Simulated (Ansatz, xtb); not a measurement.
GaGeH5N: 6 structures ranked

6 gas-phase structures of GaGeH5N, found in a search over its isomers (lower ones may exist). Each was relaxed with GFN2-xTB; where two conformers were screened, the lower at r2SCAN-D4/def2-SVP is listed:

A. `[GaH][NH][GeH3]`, a doublet
B. a doublet given by its coordinates
C. `[GaH2][NH][GeH2]`, a doublet
D. `[NH2][GaH][GeH2]`, a doublet
E. a doublet given by its coordinates
F. `[H]/[Ge]=[NH+]\[GaH3-]`, a doublet

E (Å):

| atom | x (Å) | y (Å) | z (Å) |
| --- | --- | --- | --- |
| Ga | 0.7822 | -1.3600 | -0.4914 |
| Ge | 1.2286 | -3.0111 | 1.3491 |
| N | 0.0484 | -1.2698 | 1.4023 |
| H | -0.9397 | -1.4639 | 1.5426 |
| H | 0.3226 | -0.5748 | 2.0896 |
| H | 1.7255 | -0.1448 | -0.8202 |
| H | -0.4295 | -1.5727 | -1.4894 |
| H | 2.4915 | -2.0747 | 1.7029 |

Close contacts (Å): Ga1–Ge2 2.51, Ga1–N3 2.03, Ge2–N3 2.10, Ga1–H6 1.57, Ga1–H7 1.58, Ge2–H8 1.61, N3–H4 1.02, N3–H5 1.02.

B (Å):

```xyz
8

Ga   -0.6121   -2.1025    1.9192
Ge    1.9677   -1.5660   -0.0271
N     0.0698   -0.8929    0.1804
H     1.1582   -1.5432    2.7654
H    -0.4458   -1.0998   -0.6709
H     0.0696    0.1203    0.2589
H     2.1144   -1.3975    1.6311
H     1.3890   -3.0903    0.2762
```

Close contacts (Å): Ga1–N3 2.23, Ge2–N3 2.02, Ga1–H4 2.04, Ge2–H7 1.67, Ge2–H8 1.66, N3–H5 1.02, N3–H6 1.02.

Which do you expect lowest at r2SCAN-D4/def2-SVP, and how would the others follow?

Calculated order at r2SCAN-D4/def2-SVP: E (0.000), C (0.260), D (0.362), A (0.372), B (1.017), F (1.411) eV. Less than 1 kcal/mol parts D and A, so the order within that pair means little. CCSD(T)/def2-SVP + ΔMP2/def2-TZVPP after further relaxation puts D lowest instead.

Energies above the lowest of each column, in eV; the last columns are at B3LYP-D3(BJ)/def2-SVP geometries and were run for some of them only (a dash: not run or not comparable):

```
structure  GFN2-xTB  HF/STO-3G  r2SCAN-D4/def2-SVP  B3LYP-D3(BJ)/def2-SVP  CCSD(T)/def2-SVP + ΔMP2/def2-TZVPP
        E     0.000      0.000               0.000                  0.069                               0.274
        C     0.618      1.613               0.260                  0.425                                   –
        D     0.115      1.997               0.362                  0.000                               0.000
        A     0.551      0.001               0.372                      –                                   –
        B     0.114      4.122               1.017                      –                                   –
        F     0.452      1.635               1.411                      –                                   –
```

CCSD(T)/def2-SVP + ΔMP2/def2-TZVPP puts D lowest of those it was run on; GFN2-xTB picks E, HF/STO-3G picks E, r2SCAN-D4/def2-SVP picks E. CCSD(T)/def2-SVP + ΔMP2/def2-TZVPP orders those it was run on as D (0.000), E (0.274) eV. Some further structures that were screened fall inside this span and aren't listed. Flexible structures stand in one conformer each, not always the lowest. Frequencies (B3LYP-D3(BJ)/def2-SVP) were run for D, E alone. Open shells are spin-unrestricted, some with notable spin contamination. ΔMP2 is the change of the MP2 energy from the smaller to the larger basis.

Over these structures GFN2-xTB departs from r2SCAN-D4/def2-SVP by 0.446 eV on average once a common shift is removed. A GFN2-xTB relaxation took about 0.12 s and the r2SCAN-D4/def2-SVP energy about 3.3 s on a shared host (Ansatz 0.2.0, xtb 6.7.1).
